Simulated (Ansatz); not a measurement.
Z-matrix (Å, degrees):
```
Si
Si 1 2.357
B 1 1.986 2 100.6
H 1 1.489 2 106.8 3 -120.0
H 1 1.488 2 108.7 3 121.8
F 2 1.611 1 106.4 3 -63.8
N 2 1.699 1 108.5 3 59.4
H 2 1.484 1 115.7 3 179.9
H 3 1.197 1 120.2 2 -79.2
H 3 1.194 1 121.8 2 94.1
H 7 1.006 2 122.8 1 -39.1
H 7 1.007 2 122.3 1 160.8
```

Charge 0, multiplicity 1.

Task: List the PBE0/def2-TZVPP orbital energies in eV (Ansatz 0.2.0). (Best estimate.)

Result: Ansatz gave: Occupied: -1803.54, -1802.11, -673.42, -391.23, -185.16, -145.70, -144.54, -100.40, -100.36, -100.34, -99.20, -99.19, -99.16, -32.78, -24.17, -16.14, -15.06, -14.23, -13.38, -13.09, -12.35, -12.12, -10.44, -10.33, -9.44, -8.95, -8.23, -7.75. Lowest empty: -2.50, 0.34, 0.53, 1.29, 1.49, 1.61, 1.91, 2.18.
